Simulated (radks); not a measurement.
In28+, 21 electrons, occupied as [Ar] 3d3 (the NIST ground configuration). Method: Dirac Kohn-Sham, Slater X-alpha with alpha = 0.667, spin-unpolarised, spherical densities, finite nucleus; open shells fill j = l - 1/2 first; Fermi nuclear charge, rms radius 4.6156 fm; computed with a radial shooting solver on a logarithmic mesh with Libxc functionals. Some entries of the table are withheld. Estimate them.

orbital  occ.  eigenvalue (eV)  r(max) (bohr)
1s1/2       2        -28957.89        0.01924
2s1/2       2        -5381.647         0.1086
2p1/2       2        -5112.758        0.08366
2p3/2       4        -4900.043        0.08805
3s1/2       2        -1846.832            (1)
3p1/2       2        -1744.570         0.2871
3p3/2       4        -1698.023         0.2958
3d3/2       3              (2)         0.2356
3d5/2       0              (3)         0.2380

Answer. 
(1) 3s1/2 r(max) (bohr): 0.3028
(2) 3d3/2 eigenvalue (eV): -1532.809
(3) 3d5/2 eigenvalue (eV): -1522.393
